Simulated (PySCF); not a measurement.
# Nuclear quadrupole coupling in `C[C@H](CO)C1CCC1`

Compound: C7H14O.
Z-matrix (Å and degrees, GFN2-xTB geometry), rows numbered from 1:
```
C 
C   1  1.5295
C   2  1.5382  1  111.04
O   3  1.4059  2  113.96  1   -62.63
C   2  1.5252  1  110.87  3  -123.02
C   5  1.5401  2  117.18  1  -168.09
C   6  1.5358  5   89.40  2   132.70
C   7  1.5352  6   89.43  5   -12.21
H   1  1.0889  2  110.95  3    67.29
H   1  1.0888  2  110.62  3   -53.64
H   1  1.0868  2  110.31  3  -173.50
H   2  1.0958  1  108.60  3   117.29
H   3  1.1012  2  109.15  1    61.15
H   3  1.0921  2  109.71  1   179.67
H   4  0.9636  3  108.35  2    59.85
H   5  1.0914  2  108.98  1    64.45
H   6  1.0888  5  112.43  2    18.46
H   6  1.0876  5  116.15  2  -107.99
H   7  1.0879  6  112.82  5   102.37
H   7  1.0882  6  116.02  5  -131.15
H   8  1.0884  5  112.35  2   -18.49
H   8  1.0879  5  116.34  2   108.13
```

Field gradients from the PBE0/pcSseg-1 density (PySCF, non-relativistic), principal values in atomic units, ordered |Vxx| ≤ |Vyy| ≤ |Vzz|:

```
atom     Vxx     Vyy      Vzz
  O4  0.0987  1.8420  -1.9407
```

Task: Find the asymmetry η = (Vxx − Vyy)/Vzz and the couplings χ = eQV/h (234.96 MHz × Q in barn × V in au), with Q(17O) = −0.0256 b.

Result: 
```tsv
atom	environment	nucleus	η	χzz (MHz)	χxx (MHz)	χyy (MHz)
O4	alcohol oxygen	17O	0.90	11.67	-0.59	-11.08
```

Task: What is Vzz at O4 in SI units (1 au = 9.71736 × 10²¹ V/m²)?

Result: -1.9407 au = -18.859 × 10²¹ V/m².

Task: And the gradient at the other heavy atoms, for which no coupling is worked out here?

Result: 
| atom | environment | Vzz (au) | η |
| --- | --- | --- | --- |
| C1 | methyl carbon | 0.032 | 0.62 |
| C2 | sp3 CH carbon | 0.033 | 0.30 |
| C3 | carbinol carbon (C–OH) | 0.352 | 0.22 |
| C5 | four-membered-ring carbon | -0.063 | 0.05 |
| C6 | four-membered-ring carbon | -0.055 | 0.24 |
| C7 | four-membered-ring carbon | -0.061 | 0.25 |
| C8 | four-membered-ring carbon | -0.049 | 0.21 |

Task: What couplings would deuterons (Q(2H) = 0.00286 b) have in place of the hydrogens, at this geometry?

Result: 
```tsv
atom	bonded to	bond length (Å)	Vzz (au)	η	χzz (kHz)
H9	C1	1.089	0.3139	0.02	211
H10	C1	1.089	0.3140	0.01	211
H11	C1	1.087	0.3175	0.01	213
H12	C2	1.096	0.2958	0.00	199
H13	C3	1.101	0.2838	0.06	191
H14	C3	1.092	0.2971	0.06	200
H15	O4	0.964	0.4665	0.14	314
H16	C5	1.091	0.3029	0.04	204
H17	C6	1.089	0.3130	0.00	210
H18	C6	1.088	0.3159	0.01	212
H19	C7	1.088	0.3143	0.01	211
H20	C7	1.088	0.3148	0.00	212
H21	C8	1.088	0.3135	0.01	211
H22	C8	1.088	0.3161	0.01	212
```

Isolated species at its GFN2-xTB geometry (one conformer only). GFN2-xTB bond lengths can be off by several hundredths of an ångström, more for odd bonds, and the gradients follow them. With so small a basis the couplings can be 20 % off.
